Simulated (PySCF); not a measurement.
## Simulated absorption spectrum

Species: C₅H₈FNO.
Atom-mapped SMILES: `[CH3:1][C@H:2]([F:3])[O:4][CH2:5][CH2:6][C:7]#[N:8]` (hydrogens: H9, H10, H11 on C1; H12 on C2; H13, H14 on C5; H15, H16 on C6)

Computed with TDDFT wB97X-D/def2-SVPD, vertical, gas phase, core orbitals frozen in the response in PySCF 2.14.0, density-fitted response routines. Isolated species at its GFN2-xTB geometry (one conformer only). Torsions of this conformer, `[CH3:1][C@H:2]([F:3])[O:4][CH2:5][CH2:6][C:7]#[N:8]`: C1–C2–O4–C5 -176°, C2–O4–C5–C6 177°, O4–C5–C6–C7 179°.

Computed states:

| state | E (eV) | f |
| --- | --- | --- |
| S1 | 7.91 | 0.0000 |
| S2 | 8.29 | 0.0060 |
| S3 | 8.32 | 0.0006 |
| S4 | 8.57 | 0.019 |
| S5 | 9.07 | 0.021 |
| S6 | 9.29 | 0.014 |
| S7 | 9.35 | 0.022 |
| S8 | 9.50 | 0.021 |

Each state is given a Gaussian of 0.3 eV full width at half maximum, with ε(max) = 2.175×10⁸ f / Δν̃ (Δν̃ the width in cm⁻¹). The cross-section is σ = 3.8235×10⁻²¹ ε cm², given in Mb (10⁻¹⁸ cm²). The width is an assumption, not a result. The curve ends short of the highest state used, and states not computed would add to its high-energy end.

Q: What does the envelope look like, and where are its maxima?

A: 
(λ (nm), σ (Mb)): (139.4, 3.28), (140.5, 2.12), (141.7, 2.75), (142.8, 4.53), (144.0, 6.35), (145.2, 6.73), (146.3, 5.79), (147.5, 4.39), (148.7, 3.37), (149.8, 2.72), (151.0, 1.99), (152.1, 1.29), (153.3, 0.66), (154.5, 0.27), (155.6, 0.10), (156.8, 0.03), (158.0, 0.01), (159.1, 0.01), (160.3, 0.00), (161.5, 0.00), (162.6, 0.00), (163.8, 0.00), (164.9, 0.00), (166.1, 0.00)

Maxima: 145 nm (8.56 eV), ε about 1800, made up of S4 (96%) (ε in L mol⁻¹ cm⁻¹; maxima over ε = 5, shares over 10%). At its high-energy end, 8.90 eV, the curve is still rising (ε about 900, from S5).

Q: What would ε be at 8.56 eV, the highest of these maxima, with half the width (0.15 eV)?

A: About 3410 L mol⁻¹ cm⁻¹ against 1780, a factor of about 1.9; a lone state at its own centre would give exactly 2.

Q: Coming from long wavelengths, where does ε first pass 100 L mol⁻¹ cm⁻¹?

A: At about 154 nm (8.05 eV), 0.13 eV above S1.
